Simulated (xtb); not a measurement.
CH₃Cl₃Sn, charge +1, doublet, at a GFN2-xTB geometry (such geometries of metal compounds can be far from the true shape) (a state made from the parent by changing its charge; the spin is typed, not shown lowest); GFN2-xTB (xtb 6.7.1).

The xtb input:
```
$ xtb mol.xyz --gfn 2 --chrg 1 --uhf 1 --opt --json

# file mol.xyz
8

C     -2.42894918    -0.34951557     0.10512035
Sn    -0.11256443    -0.01619755     0.00487158
Cl     0.69693254    -1.41027332    -1.66927410
Cl     0.22416278     2.22841157    -0.49496942
Cl     0.74012552    -0.57909556     2.09234901
H     -2.52298231    -1.39404234     0.38209361
H     -2.75334588     0.35236142     0.86586213
H     -2.76250924    -0.11507398    -0.90004999
```

Output, abridged:

```
   ID    Z sym.   atoms
    1    6 C      1
    2   50 Sn     2
    3   17 Cl     3-5
    4    1 H      6-8

           -------------------------------------------------
          |                Calculation Setup                |
           -------------------------------------------------

           -------------------------------------------------
          |                 G F N 2 - x T B                 |
           -------------------------------------------------

          ...................................................
          :                      SETUP                      :
          :.................................................:
          :  # basis functions                  47          :
          :  # atomic orbitals                  43          :
          :  # shells                           17          :
          :  # electrons                        31          :
          :  max. iterations                   250          :
          :  Hamiltonian                  GFN2-xTB          :
          :  restarted?                      false          :
          :  GBSA solvation                  false          :
          :  PC potential                    false          :
          :  electronic temp.          300.0000000     K    :
          :  accuracy                    1.0000000          :
          :  -> integral cutoff          0.2500000E+02      :
          :  -> integral neglect         0.1000000E-07      :
          :  -> SCF convergence          0.1000000E-05 Eh   :
          :  -> wf. convergence          0.1000000E-03 e    :
          :  Broyden damping             0.4000000          :
          :  net charge                          1          :
          :  unpaired electrons                  1          :
          ...................................................

 iter      E             dE          RMSdq      gap      omega  full diag
   1    -14.8163360 -0.148163E+02  0.134E+01    2.58       0.0  T
   2    -13.4285206  0.138782E+01  0.177E+01    8.78       1.0  T
   3    -18.4320366 -0.500352E+01  0.910E+00    3.01       1.0  T
   4    -18.7217111 -0.289674E+00  0.710E+00    2.90       1.0  T
   5    -18.9439353 -0.222224E+00  0.389E+00    2.68       1.0  T
   6    -19.0519085 -0.107973E+00  0.126E+00    2.60       1.0  T
   7    -19.0263665  0.255420E-01  0.227E+00    2.61       1.0  T
   8    -19.0482248 -0.218583E-01  0.126E+00    2.60       1.0  T
[...]
         :: total energy             -19.003421591338 Eh    ::
 * total energy  :   -19.0034216 Eh     change       -0.5285052E-09 Eh
   *** GEOMETRY OPTIMIZATION CONVERGED AFTER 1 ITERATIONS ***
         :: total energy             -19.003421591896 Eh    ::
[...]
     6   1 H        0.925     0.154     1.363     1.825
     7   1 H        0.925     0.154     1.363     1.825
     8   1 H        0.925     0.154     1.363     1.825

 Mol. C6AA /au·bohr⁶  :       3148.142615
 Mol. C8AA /au·bohr⁸  :     188293.688800
 Mol. α(0) /au        :         92.843623

Wiberg/Mayer (AO) data.
largest (>0.10) Wiberg bond orders for each atom

 ---------------------------------------------------------------------------
     #   Z sym  total        # sym  WBO       # sym  WBO       # sym  WBO
 ---------------------------------------------------------------------------
     1   6 C    3.742 --     6 H    0.946     7 H    0.946     8 H    0.946
                             2 Sn   0.413     5 Cl   0.163     3 Cl   0.163
                             4 Cl   0.163
     2  50 Sn   3.142 --     5 Cl   0.885     3 Cl   0.885     4 Cl   0.885
                             1 C    0.413
     3  17 Cl   1.523 --     2 Sn   0.885     5 Cl   0.235     4 Cl   0.235
                             1 C    0.163
     4  17 Cl   1.523 --     2 Sn   0.885     5 Cl   0.235     3 Cl   0.235
                             1 C    0.163
     5  17 Cl   1.523 --     2 Sn   0.885     3 Cl   0.235     4 Cl   0.235
                             1 C    0.163
     6   1 H    0.976 --     1 C    0.946
     7   1 H    0.976 --     1 C    0.946
     8   1 H    0.976 --     1 C    0.946
 ---------------------------------------------------------------------------

Topologies differ in total number of bonds
Writing topology from bond orders to xtbtopo.mol

molecular dipole:
                 x           y           z       tot (Debye)
 q only:       -1.720      -0.248       0.074
   full:       -1.320      -0.190       0.057       3.392
molecular quadrupole (traceless):
                xx          xy          yy          xz          yz          zz
 q only:        7.041       1.537      -3.420      -0.462      -0.067      -3.621
  q+dip:        4.682       1.022      -2.274      -0.307      -0.044      -2.408
   full:        6.534       1.426      -3.174      -0.429      -0.062      -3.360

optimized geometry written to: xtbopt.xyz

           -------------------------------------------------
          | TOTAL ENERGY              -19.003421591896 Eh   |
          | GRADIENT NORM               0.000027201813 Eh/α |
          | HOMO-LUMO GAP               2.635247319048 eV   |
           -------------------------------------------------
```
